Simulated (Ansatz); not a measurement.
Input file for `C[N][GeH3]` radical:

```yaml
crystal:
  periodic: [false, false, false]
  atoms:
    - {symbol: C, position_ang: [-0.411871, 0.982074, -0.924872]}
    - {symbol: N, position_ang: [-0.914078, -0.111449, -0.160774]}
    - {symbol: Ge, position_ang: [0.325197, -1.031443, 0.882020]}
    - {symbol: H, position_ang: [-1.134611, 1.293136, -1.686321]}
    - {symbol: H, position_ang: [0.562796, 0.800838, -1.402948]}
    - {symbol: H, position_ang: [-0.260451, 1.847615, -0.256902]}
    - {symbol: H, position_ang: [1.747020, -0.943182, 0.283277]}
    - {symbol: H, position_ang: [-0.137416, -2.491213, 0.966212]}
    - {symbol: H, position_ang: [0.311915, -0.392774, 2.283309]}
basis:
  gaussian: {orbitals: def2-TZVPP}
magnetization: {spin_polarized: true, initial_magnetization: 1}
correlation: {method: ccsd_t}
scf: {omitted_lower_state_checks: [cluster_reference]}
output: {orbitals: {seedname: orbitals}}
```

```sh
$ ansatz run in.yaml --threads 4 --pin off --events-out ev --progress --plain --max-ram 10444MiB
```

Log, shortened:

```
Functional definition: HF
1157 factors; integrals over basis functions are off by at most 9.5e-4 eV
mean field evaluation 1: about -59076.9899 eV, gradient 2.1e1 eV
mean field evaluation 2: about -59076.9948 eV, gradient 2.1e1 eV
mean field evaluation 4: about -59080.1633 eV, gradient 3.5e0 eV
mean field evaluation 8: about -59080.3085 eV, gradient 2.2e-1 eV
mean field -59080.30966893 eV, -2171.1613342611 hartree, gradient 7.5e-6 eV, S^2 0.763408; 2 other end points of the search recorded, 0 dependent functions left out
11 core orbitals not correlated: weight in the atoms' cores, before any rotation towards them, 1.000 or more for the frozen orbitals, at most 0.000 for the correlated occupied ones
reference -59080.30966893 eV, -2171.1613342611 hartree; 15, 14 occupied and 168, 169 virtual orbitals, 1157 factors
second order -16.62982287 eV of doubles, -0.00000000 eV of singles
cycle   1  -17.05976506 eV  change   -4.3e-1 eV  update   9.7e-2
cycle   2  -17.60061114 eV  change   -5.4e-1 eV  update   3.0e-2
cycle   3  -17.69322586 eV  change   -9.3e-2 eV  update   1.6e-2
cycle   4  -17.68752402 eV  change    5.7e-3 eV  update   5.9e-3
cycle   5  -17.68875797 eV  change   -1.2e-3 eV  update   2.8e-3
cycle   6  -17.68895146 eV  change   -1.9e-4 eV  update   1.0e-3
cycle   7  -17.68911943 eV  change   -1.7e-4 eV  update   3.6e-4
cycle   8  -17.68924146 eV  change   -1.2e-4 eV  update   1.5e-4
cycle   9  -17.68922596 eV  change    1.6e-5 eV  update   8.0e-5
cycle  10  -17.68919629 eV  change    3.0e-5 eV  update   6.0e-5
cycle  11  -17.68921628 eV  change   -2.0e-5 eV  update   4.9e-5
cycle  12  -17.68921083 eV  change    5.4e-6 eV  update   3.8e-5
cycle  13  -17.68923421 eV  change   -2.3e-5 eV  update   2.2e-5
perturbative correction -0.63653264 eV, -0.0233921431 hartree
Total energy: -59098.63543578 eV, -2171.8347937711 hartree
Checks for a lower state left out: cluster_reference
```

Hardware: 4 threads of an Arm Neoverse V1 on a shared host. Wall time 3.9 min, peak host memory 6 GiB.

Correlation energy per correlated electron: -0.632 eV. T1 diagnostic: 0.0142.
